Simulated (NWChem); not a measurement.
C₃H₉B; SMILES CBCC

```xyz
13

B     -0.4427     0.6454     0.1769
H     -1.6114     0.5018     0.4907
C      0.0791     2.0985    -0.0738
H      1.1716     2.1997    -0.1609
H     -0.3057     2.8245     0.6603
H     -0.3596     2.4133    -1.0419
C      0.4735    -0.6185     0.0697
C     -0.1856    -1.9819    -0.0977
H      1.0095    -0.5742     1.0462
H      1.2810    -0.4596    -0.6681
H     -0.6912    -2.0635    -1.0730
H     -0.9520    -2.1530     0.6744
H      0.5385    -2.8097    -0.0373
```
Atoms are numbered in this order, from 1.

The geometry was optimised at PBE0/def2-SVP.

### Question
Give the principal values of the shielding tensors (ppm) of B1, C3, C7, C8 from B3LYP/6-311G** (spherical d), GIAO (NWChem), with their diamagnetic and paramagnetic parts as GIAO splits them.

### Answer
```tsv
atom	σ11	σ22	σ33	isotropic	diamagnetic	paramagnetic
B1	-58.1	-14.6	111.4	12.9	192.2	-179.2
C3	144.0	175.8	183.6	167.8	246.4	-78.6
C7	127.5	159.7	169.1	152.1	245.0	-92.9
C8	155.3	169.5	183.6	169.5	246.4	-76.9
```
